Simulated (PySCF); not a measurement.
FH$_{2}$Si (calculated)

Computed with PySCF 2.14.0. Calculation on a computer-drawn molecule: vertical ionisation energy to the stated ion spin, frozen-core CCSD(T) at the basis limit and cheaper methods, single-reference cases, UHF for radicals, no spin-orbit; all values are single points at the evaluated structure, the first of each entry, which is the reference or a displaced copy of it and isn't optimised; the reference structure only sets the zero of the energies above reference; triples share is (T) over the correlation energy.

Common to all runs: charge 0; multiplicity 2; ion multiplicity 1; diffuse functions no; basis cc-pV(n+d)Z; reference is the Hartree-Fock double-zeta minimum; best is HF at quadruple zeta + MP2 correlation extrapolated from triple and quadruple zeta + CCSD(T) minus MP2 at triple zeta; basis step is the size of the change from the same recipe one zeta lower.

(1) 
```xyz
4
formula=FH2Si ionisation_energy_best=8.559 ionisation_energy_basis_step=0.0497 energy_above_reference_best=5.054 energy_above_reference_basis_step=0.4783 total_energy_HF_triple_zeta=-389.5987 total_energy_CCSD(T)_triple_zeta=-389.9815 total_energy_best=-390.0513 T1_diagnostic_at_triple_zeta=0.01318 D1_diagnostic_at_triple_zeta=0.03742 spin_squared_at_triple_zeta=0.7537 ion_T1_diagnostic_at_triple_zeta=0.01536 ion_D1_diagnostic_at_triple_zeta=0.04383 triples_share_at_triple_zeta=0.02612 basis_functions_triple_zeta=97 dipole_magnitude_HF_at_triple_zeta=1.101 dipole_magnitude_CCSD_unrelaxed_at_triple_zeta=0.925 dipole_magnitude_PBE_at_triple_zeta=0.8065 dipole_magnitude_r2SCAN_at_triple_zeta=0.8506 dipole_magnitude_B3LYP_at_triple_zeta=0.9123 dipole_magnitude_wB97X_at_triple_zeta=0.9349
F     -2.3553     0.7421     1.5117
Si    -2.7181     0.3946     2.9542
H     -1.4880    -0.0158     3.5638
H     -3.8496    -0.4577     2.9761
```

Units: ionisation_energy_best, ionisation_energy_basis_step in eV; energy_above_reference_best, energy_above_reference_basis_step in kcal/mol; total_energy_HF_triple_zeta, total_energy_CCSD(T)_triple_zeta, total_energy_best in hartree; dipole_magnitude_HF_at_triple_zeta, dipole_magnitude_CCSD_unrelaxed_at_triple_zeta, dipole_magnitude_PBE_at_triple_zeta, dipole_magnitude_r2SCAN_at_triple_zeta, dipole_magnitude_B3LYP_at_triple_zeta, dipole_magnitude_wB97X_at_triple_zeta in debye.

Reference structure:
```xyz
4
FH2Si
F     -2.3769     0.6420     1.5055
Si    -2.7052     0.4107     3.0751
H     -1.4815    -0.1055     3.7244
H     -3.8160    -0.5604     3.1690
```

Drawn bonds:
```tsv
atom	other atom	order
1	2	1
2	3	1
2	4	1
```

Triple zeta:
```tsv
method	ionisation energy (eV)	energy above reference (kcal/mol)
HF	8.306	3.345
PBE	8.513	7.009
r2SCAN	8.696	5.409
B3LYP	8.608	5.639
wB97X	8.496	5.45
MP2	8.417	5.181
CCSD	8.482	4.88
CCSD(T)	8.474	5.215
```

(2) 
```xyz
4
formula=FH2Si ionisation_energy_best=8.598 ionisation_energy_basis_step=0.05062 energy_above_reference_best=4.027 energy_above_reference_basis_step=0.3912 total_energy_HF_triple_zeta=-389.5999 total_energy_CCSD(T)_triple_zeta=-389.9832 total_energy_best=-390.0530 T1_diagnostic_at_triple_zeta=0.01332 D1_diagnostic_at_triple_zeta=0.03791 spin_squared_at_triple_zeta=0.7537 ion_T1_diagnostic_at_triple_zeta=0.01569 ion_D1_diagnostic_at_triple_zeta=0.04495 triples_share_at_triple_zeta=0.02629 basis_functions_triple_zeta=97 dipole_magnitude_HF_at_triple_zeta=1.191 dipole_magnitude_CCSD_unrelaxed_at_triple_zeta=1.005 dipole_magnitude_PBE_at_triple_zeta=0.8795 dipole_magnitude_r2SCAN_at_triple_zeta=0.9276 dipole_magnitude_B3LYP_at_triple_zeta=0.991 dipole_magnitude_wB97X_at_triple_zeta=1.015
F     -2.3553     0.7421     1.5117
Si    -2.7219     0.3910     2.9693
H     -1.4918    -0.0194     3.5789
H     -3.8534    -0.4613     2.9912
```

Units: ionisation_energy_best, ionisation_energy_basis_step in eV; energy_above_reference_best, energy_above_reference_basis_step in kcal/mol; total_energy_HF_triple_zeta, total_energy_CCSD(T)_triple_zeta, total_energy_best in hartree; dipole_magnitude_HF_at_triple_zeta, dipole_magnitude_CCSD_unrelaxed_at_triple_zeta, dipole_magnitude_PBE_at_triple_zeta, dipole_magnitude_r2SCAN_at_triple_zeta, dipole_magnitude_B3LYP_at_triple_zeta, dipole_magnitude_wB97X_at_triple_zeta in debye.

Reference structure:
```xyz
4
FH2Si
F     -2.3769     0.6420     1.5055
Si    -2.7052     0.4107     3.0751
H     -1.4815    -0.1055     3.7244
H     -3.8160    -0.5604     3.1690
```

Drawn bonds:
```tsv
atom	other atom	order
1	2	1
2	3	1
2	4	1
```

Triple zeta:
```tsv
method	ionisation energy (eV)	energy above reference (kcal/mol)
HF	8.348	2.613
PBE	8.548	5.768
r2SCAN	8.733	4.374
B3LYP	8.645	4.551
wB97X	8.535	4.394
MP2	8.455	4.112
CCSD	8.521	3.885
CCSD(T)	8.512	4.173
```

(3) 
```xyz
4
formula=FH2Si
F     -2.3553     0.7421     1.5117
Si    -2.7333     0.3801     3.0147
H     -1.5032    -0.0303     3.6243
H     -3.8648    -0.4722     3.0366
```

Reference structure:
```xyz
4
FH2Si
F     -2.3769     0.6420     1.5055
Si    -2.7052     0.4107     3.0751
H     -1.4815    -0.1055     3.7244
H     -3.8160    -0.5604     3.1690
```

Drawn bonds:
```tsv
atom	other atom	order
1	2	1
2	3	1
2	4	1
```

(4) 
```xyz
4
formula=FH2Si
F     -2.4431     0.6641     1.4720
Si    -2.6873     0.4246     3.0931
H     -1.4450    -0.0598     3.7487
H     -3.8415    -0.6352     3.1254
```

Reference structure:
```xyz
4
FH2Si
F     -2.3769     0.6420     1.5055
Si    -2.7052     0.4107     3.0751
H     -1.4815    -0.1055     3.7244
H     -3.8160    -0.5604     3.1690
```

Drawn bonds:
```tsv
atom	other atom	order
1	2	1
2	3	1
2	4	1
```

To be estimated
1. FH$_{2}$Si (entry 3): dipole magnitude wB97X at triple zeta?
2. FH$_{2}$Si (entry 3): energy above reference best?
3. Estimate the dipole magnitude r2SCAN at triple zeta of FH$_{2}$Si (entry 4).
4. Estimate the T1 diagnostic at triple zeta of FH$_{2}$Si (entry 4).

## Answers
1. 1.258 debye
2. 2.485 kcal/mol
3. 1.365 debye
4. 0.01466

Further results for FH$_{2}$Si (entry 3):

* ionisation energy best: 8.712 eV
* ionisation energy basis step: 0.05368 eV
* energy above reference basis step: 0.135 kcal/mol
* total energy HF triple zeta: -389.6009 hartree
* total energy CCSD(T) triple zeta: -389.9857 hartree
* total energy best: -390.0554 hartree
* T1 diagnostic at triple zeta: 0.01375
* D1 diagnostic at triple zeta: 0.0394
* spin squared at triple zeta: 0.7537
* ion T1 diagnostic at triple zeta: 0.01675
* ion D1 diagnostic at triple zeta: 0.04845
* triples share at triple zeta: 0.02677
* basis functions triple zeta: 97
* dipole magnitude HF at triple zeta: 1.464 debye
* dipole magnitude CCSD unrelaxed at triple zeta: 1.248 debye
* dipole magnitude PBE at triple zeta: 1.102 debye
* dipole magnitude r2SCAN at triple zeta: 1.162 debye
* dipole magnitude B3LYP at triple zeta: 1.23 debye

Triple zeta:
```tsv
method	ionisation energy (eV)	energy above reference (kcal/mol)
HF	8.474	1.931
PBE	8.651	3.578
r2SCAN	8.841	2.793
B3LYP	8.756	2.812
wB97X	8.651	2.756
MP2	8.567	2.458
CCSD	8.636	2.445
CCSD(T)	8.624	2.591
```

Further results for FH$_{2}$Si (entry 4):

- ionisation energy best: 9.213 eV
- ionisation energy basis step: 0.05608 eV
- energy above reference best: 2.646 kcal/mol
- energy above reference basis step: 0.152 kcal/mol
- total energy HF triple zeta: -389.5981 hartree
- total energy CCSD(T) triple zeta: -389.9857 hartree
- total energy best: -390.0552 hartree
- D1 diagnostic at triple zeta: 0.04399
- spin squared at triple zeta: 0.7539
- ion T1 diagnostic at triple zeta: 0.01924
- ion D1 diagnostic at triple zeta: 0.05647
- triples share at triple zeta: 0.02795
- basis functions triple zeta: 97
- dipole magnitude HF at triple zeta: 1.732 debye
- dipole magnitude CCSD unrelaxed at triple zeta: 1.468 debye
- dipole magnitude PBE at triple zeta: 1.287 debye
- dipole magnitude B3LYP at triple zeta: 1.445 debye
- dipole magnitude wB97X at triple zeta: 1.468 debye

Triple zeta:
```tsv
method	ionisation energy (eV)	energy above reference (kcal/mol)
HF	9.078	3.704
PBE	9.111	1.362
r2SCAN	9.333	2.32
B3LYP	9.258	2.243
wB97X	9.184	2.416
MP2	9.097	2.85
CCSD	9.154	2.78
CCSD(T)	9.129	2.592
```
